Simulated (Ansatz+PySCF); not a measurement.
**singlet BeO: levels of theory in one basis**

| atom | x (Å) | y (Å) | z (Å) |
| --- | --- | --- | --- |
| Be | 0.0000 | 0.0000 | -1.5615 |
| O | 0.0000 | 0.0000 | 0.7808 |

Basis set: STO-3G (spherical functions). Left uncorrelated: 1 orbital. Charge 0, multiplicity 1.

Computed with Ansatz (development build ahead of 0.2.0); each method stands on the lowest determinant of its kind that the runs found.

```tsv
method	E − E(RHF) (eV)	<S²> of the determinant
RHF	0.00	0.00
UHF	-2.74	1.29
RHF-MP2	-1.08	–
UHF-MP2	-3.20	1.29
RHF-CCSD	-3.20	–
UHF-CCSD	-4.84	1.29
RHF-CCSD(T)	-3.25	–
UHF-CCSD(T)	-4.90	1.29
```

(1) What does full CI (lowest root of this spin) give on the same scale?

(2) Is a single determinant a sound starting point here?

## Answers

(1) -3.77 eV.

Unrestricted totals that lie under full CI have fallen onto a higher spin multiplicity. At such a shape the full CI root can have another spatial symmetry than the determinants, so the rows needn't describe one state.

(2) It is doubtful. Unrestricted orbitals lower Hartree–Fock by 2.74 eV and <S²> is 1.29 where a pure state has 0.00, a sign of strong static correlation.

Caution: another spin multiplicity may lie lower. Caution for RHF, RHF-MP2, RHF-CCSD, RHF-CCSD(T): an unrestricted determinant lies well below. Caution for UHF, UHF-MP2, UHF-CCSD, UHF-CCSD(T): the unrestricted determinant is a mixture of spin states. Caution for RHF-MP2, UHF-MP2, RHF-CCSD, UHF-CCSD, RHF-CCSD(T), UHF-CCSD(T): large amplitudes, a single reference is doubtful. Caution for RHF-MP2, RHF-CCSD, RHF-CCSD(T): the program doubts this total. Caution for UHF-MP2, UHF-CCSD, UHF-CCSD(T): a plain start can end on a higher determinant. Caution for RHF-CCSD, RHF-CCSD(T): the program finds a lower state of this spin.
